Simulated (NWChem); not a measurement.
System: C2H5ClOSi; SMILES C1CO[Si@@H]1Cl

NWChem printed, in part:

```
             Northwest Computational Chemistry Package (NWChem) 7.3.0
             --------------------------------------------------------

                             Geometry "geometry" -> ""
                             -------------------------

 Output coordinates in angstroms (scale by  1.889725989 to convert to a.u.)

  No.       Tag          Charge          X              Y              Z
 ---- ---------------- ---------- -------------- -------------- --------------
    1 Cl                  17.0000    -0.01600900    -1.88712800    -0.38178300
    2 Si                  14.0000    -0.02866100    -0.06237600     0.61469800
    3 C                    6.0000    -1.14611800     1.27438400    -0.10957100
    4 C                    6.0000     0.20955200     1.94522400    -0.46845400
    5 O                    8.0000     1.18073400     1.01295900     0.10152800
    6 H                    1.0000     0.00016100    -0.38857900     2.07570900
    7 H                    1.0000    -1.76272000     1.84181000     0.61418700
    8 H                    1.0000    -1.77025800     0.98220000    -0.97483400
    9 H                    1.0000     0.37514400     2.04065100    -1.56338400
   10 H                    1.0000     0.34220600     2.94661100    -0.00586500

 Effective nuclear repulsion energy (a.u.)     288.3454074458

                                 NWChem DFT Module
                                 -----------------

 Summary of "ao basis" -> "ao basis" (spherical)
 ------------------------------------------------------------------------------
       Tag                 Description            Shells   Functions and Types
 ---------------- ------------------------------  ------  ---------------------
 Cl                         def2-svp                 8       18   4s3p1d
 Si                         def2-svp                 8       18   4s3p1d
 C                          def2-svp                 6       14   3s2p1d
 O                          def2-svp                 6       14   3s2p1d
 H                          def2-svp                 3        5   2s1p

 in cosmo_initialize ...
 calling solv_data for solv:dmf

 solvent parameters
 solvname_short: dmf
 solvname_long:  N,N-dimethylformamide
 dielec:       37.2190
 dielecinf:     2.0463
 nonaqueous SMD model solvent descriptors
 dielec:       37.2190
 sola:          0.0000
 solb:          0.7400
 solc:          0.0000
 solg:         49.5600
 solh:          0.0000
 soln:          1.4305

[...]

                                COSMO-SMD solvation results
                                ---------------------------

             internal energy in gas <Psi(g)|H|Psi(g)> =      -903.750389729981
         internal energy in solvent <Psi(s)|H|Psi(s)> =      -903.749619504777
                               delta internal energy  =         0.000770225204 (    0.48 kcal/mol)
   total free energy in solvent <Psi(s)|H+V/2|Psi(s)> =      -903.755895661148
 polarization energy contribution <Psi(s)|V/2|Psi(s)> =        -0.006276156371 (   -3.94 kcal/mol)
    total free energy in solvent including G(SMD-CDS) =      -903.757930851329
                       G(SMD-CDS) energy contribution =        -0.002035190181 (   -1.28 kcal/mol)
     1 M fixed-concentration free energy of solvation =        -0.007541121347 (   -4.73 kcal/mol)

                       DFT Final Molecular Orbital Analysis
                       ------------------------------------

 Vector   26  Occ=2.000000D+00  E=-3.799138D-01
              MO Center=  3.0D-01,  4.2D-01, -2.7D-02, r^2= 3.8D+00
   Bfn.  Coefficient  Atom+Function         Bfn.  Coefficient  Atom+Function
  ----- ------------  ---------------      ----- ------------  ---------------
    68      0.389948   5 O  px               71      0.298628   5 O  px
    40      0.255495   3 C  px               13     -0.231722   1 Cl pz
    11      0.207757   1 Cl px               54     -0.176937   4 C  px
    10     -0.165692   1 Cl pz                8      0.151466   1 Cl px
    69      0.149339   5 O  py               43      0.123631   3 C  px

 Vector   27  Occ=2.000000D+00  E=-3.532440D-01
              MO Center=  4.3D-01,  9.7D-01, -1.2D-01, r^2= 3.4D+00
   Bfn.  Coefficient  Atom+Function         Bfn.  Coefficient  Atom+Function
  ----- ------------  ---------------      ----- ------------  ---------------
    70      0.365056   5 O  pz               73      0.281352   5 O  pz
    12      0.263723   1 Cl py               99     -0.233331  10 H  s
    69      0.225686   5 O  py               41      0.181109   3 C  py
     9      0.175120   1 Cl py               72      0.172110   5 O  py
    94      0.172944   9 H  s                55     -0.158014   4 C  py

 Vector   28  Occ=2.000000D+00  E=-3.452363D-01
              MO Center= -2.2D-01,  4.3D-01,  1.8D-01, r^2= 3.8D+00
   Bfn.  Coefficient  Atom+Function         Bfn.  Coefficient  Atom+Function
  ----- ------------  ---------------      ----- ------------  ---------------
    41      0.276787   3 C  py               70     -0.228048   5 O  pz
    79      0.214054   6 H  s                44      0.200908   3 C  py
    80      0.198321   6 H  s                11     -0.188668   1 Cl px
    13     -0.182331   1 Cl pz               42     -0.180177   3 C  pz
    73     -0.174648   5 O  pz               39     -0.168991   3 C  s

 Vector   29  Occ=0.000000D+00  E= 4.987713D-02
              MO Center= -1.1D-01, -9.3D-02,  6.2D-01, r^2= 3.8D+00
   Bfn.  Coefficient  Atom+Function         Bfn.  Coefficient  Atom+Function
  ----- ------------  ---------------      ----- ------------  ---------------
    29      1.076667   2 Si px               39      0.930804   3 C  s
    67     -0.525685   5 O  s                53     -0.410188   4 C  s
    57      0.354182   4 C  px               22     -0.316284   2 Si s
    11     -0.286586   1 Cl px               43      0.269084   3 C  px
    26      0.262881   2 Si px               44     -0.212297   3 C  py

[...]
```

Level: M06-2X/def2-SVP, SMD on the gas-phase geometry. The geometry was optimised at PBE-D3(BJ)/def2-SVP. Solvent: N,N-dimethylformamide.

Problem. Write an input that gives this output.

Solution. One answer among several that fit: the input that was run:
```
start job
memory heap 200 mb stack 900 mb global 1100 mb
geometry units angstroms noautosym nocenter noautoz
  Cl    -0.016009    -1.887128    -0.381783
  Si    -0.028661    -0.062376     0.614698
  C     -1.146118     1.274384    -0.109571
  C      0.209552     1.945224    -0.468454
  O      1.180734     1.012959     0.101528
  H      0.000161    -0.388579     2.075709
  H     -1.762720     1.841810     0.614187
  H     -1.770258     0.982200    -0.974834
  H      0.375144     2.040651    -1.563384
  H      0.342206     2.946611    -0.005865
end
basis spherical
  * library def2-svp
end
dft
  xc m06-2x
  iterations 150
end
cosmo
  do_cosmo_smd true
  solvent dmf
end
task dft energy
```
